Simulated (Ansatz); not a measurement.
The cluster Al7. The state is a quartet with charge 0. Geometry r2SCAN-D4/def2-SVP; atoms count from 1.

```xyz
7

Al   -0.6337    1.4127   -0.5322
Al    0.6977    1.0012    1.6150
Al   -1.7665   -1.0041   -1.0335
Al    0.6563   -0.3372   -1.8839
Al    0.3873   -1.3654    0.5177
Al    2.3949    0.3383   -0.1572
Al   -1.7359   -0.0454    1.4741
```

At PBE0-D4/def2-TZVP a doublet of charge 0 lies 0.99 eV below the quartet, each at its own geometry. The structure comes from a short search, and lower isomers may exist.

Estimate the Mulliken populations from the PBE0/def2-TZVP orbitals of Ansatz.


| atom | charge (e) | spin (α − β) |
| --- | --- | --- |
| Al1 | 0.01 | 0.49 |
| Al2 | -0.01 | 0.11 |
| Al3 | 0.01 | 0.55 |
| Al4 | -0.01 | 0.11 |
| Al5 | -0.01 | 0.59 |
| Al6 | 0.00 | 0.61 |
| Al7 | 0.01 | 0.55 |
Mulliken values and Mayer orders depend strongly on the basis.

Where does the spin sit?

Summed by element: Al 3.00, of 3 unpaired in all. Largest on single atoms: Al6 0.61, Al5 0.59, Al3 0.55.

And the Mayer bond orders between bonded heavy atoms (over 0.3)?

Al1–Al2 0.62 (2.56 Å); Al1–Al3 0.50 (2.72 Å); Al1–Al4 0.62 (2.56 Å); Al1–Al7 0.50 (2.71 Å); Al2–Al5 0.54 (2.63 Å); Al2–Al6 0.70 (2.54 Å); Al2–Al7 0.57 (2.65 Å); Al3–Al4 0.57 (2.65 Å); Al3–Al5 0.52 (2.68 Å); Al3–Al7 0.50 (2.68 Å); Al4–Al5 0.54 (2.63 Å); Al4–Al6 0.70 (2.54 Å); Al5–Al6 0.53 (2.72 Å); Al5–Al7 0.52 (2.68 Å). Values over 0.3 also appear between atoms too far apart for a bond (Al1–Al5 0.39 at 3.14 Å; Al2–Al4 0.30 at 3.75 Å); they arise where an orbital or an unpaired electron spreads over both atoms.
